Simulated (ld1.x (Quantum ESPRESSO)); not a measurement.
## What one change does to a pseudopotential (Ti, ultrasoft)

titanium (Ti), ultrasoft, made with ld1.x (Quantum ESPRESSO) 7.5 (PBE, scalar-relativistic). Core [Ne] 3s2, reference 3p6 3d2 4s1.75 4p0.25. Waves: 4s (bound): rcut 2.50, rcutus 2.75 bohr; 4s channel at 0.1 Ry: rcut 2.50, rcutus 2.75 bohr; 3p (bound): rcut 1.50, rcutus 1.60 bohr; 4p (bound): rcut 1.50, rcutus 1.60 bohr; 3d (bound): rcut 1.30, rcutus 1.40 bohr; 3d channel at 0.95 Ry: rcut 1.30, rcutus 1.40 bohr. Local part: all-electron potential smoothed inside 2.70 bohr (lloc = -1). Core correction: Bessel-smoothed model core inside 1.40 bohr. Augmentation charge: PSQ, inside the norm-conserving radii.

Change: wave 4s channel at 0.1 Ry: rcut 2.50, rcutus 2.75 bohr becomes 4s channel at 3.94 Ry: rcut 2.50, rcutus 2.75 bohr.

Cutoffs: the cutoffs (Ry, on a coarse ladder) from which the occupation-weighted sum of valence levels, in a spherical-Bessel basis at the reference potential, stays within 10 and 1 mRy of its value at 400 Ry; they do not see the model core or the augmentation charge, which bear on the density cutoff. Errors are all-electron minus pseudo energies relative to the spin-unpolarised reference configuration.

Problem. Predict the effect on cutoff, ghosts and configuration errors.

Solution. The potential gets neither clearly harder nor softer (50 Ry and 80 Ry → 50 Ry and 80 Ry); the number of tests that count goes from 7 to 6; the errors of the 6 common tests hardly move; neither file shows a bound ghost at the reference potential, the only one tested.

```csv
quantity,base,changed
"cutoff, loose",50 Ry,50 Ry
"cutoff, tight",80 Ry,80 Ry
bound ghosts,none,none
"tests counted (converged, no solver errors)",7 of 7,6 of 7
"error for 3p6 3d2 4s2 4p0, meV [ΔE -0.75 eV]",-0.1,0.0
"error for 3p6 3d2 4s1 4p0, meV [ΔE 6.59 eV]",-1.6,-1.5
"error for 3p6 3d2 4s0 4p0, meV [ΔE 20.16 eV]",-13,-13
"error for 3p6 3d2 4s0 4p2, meV [ΔE 5.53 eV]",-5.2,-5.2
"error for 3p6 3d2 4s1.5 4p0, meV [ΔE 2.18 eV]",-0.3,-0.2
"error for 3p6 3d1 4s2 4p1, meV [ΔE 3.92 eV]",-139,-132
s: phases at 3.01 bohr within 0.05 rad from the reference energy up to (Ry; the scan ends near 5),n/a,n/a
p: phases at 3.01 bohr within 0.05 rad from the reference energy up to (Ry; the scan ends near 5),4.1,4.1
d: phases at 3.01 bohr within 0.05 rad from the reference energy up to (Ry; the scan ends near 5),to the end of the scan,to the end of the scan
lowest overlap eigenvalue by channel,"s 0.43, p 0.34, d 0.99","s 0.77, p 0.34, d 0.99"
```

Changed file: Tests not counted: 3p6 3d2.5 4s1.5 4p0 (solver errors, printed error -805 eV).
